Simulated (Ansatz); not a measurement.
System: sum formula AlOH, net charge 0, singlet state. 
Structure (B3LYP-D3(BJ)/def2-TZVP (Ansatz, an electronic-structure program) minimum search):
SMILES: [OH][Al]
```xyz
3

Al     0.0000     0.0000    -0.7312
O      0.0000     0.0000     0.9503
H      0.0000     0.0000     1.9031
```
Charge 0, spin multiplicity 1.

Parts of the frozen-core correlation energy in STO-3G (Ansatz, hartree). Frozen orbitals: 6; correlated occupied orbitals by spin: 5 and 5; virtual: 4 and 4. No spin-orbit coupling. No relativistic terms.

```tsv
term	value
reference (HF)	-313.39890
MP2 opposite-spin	-0.04880
MP2 same-spin	[?]
CCSD correlation	[?]
(T)	[?]
FCI minus CCSD(T)	-0.00009
T1 diagnostic	0.023
largest doubles amplitude	0.114
```

**Question.** Complete the blanks.

**Answer.** 
- MP2 same-spin, value: -0.00966
- CCSD correlation, value: -0.07527
- (T), value: -0.00451
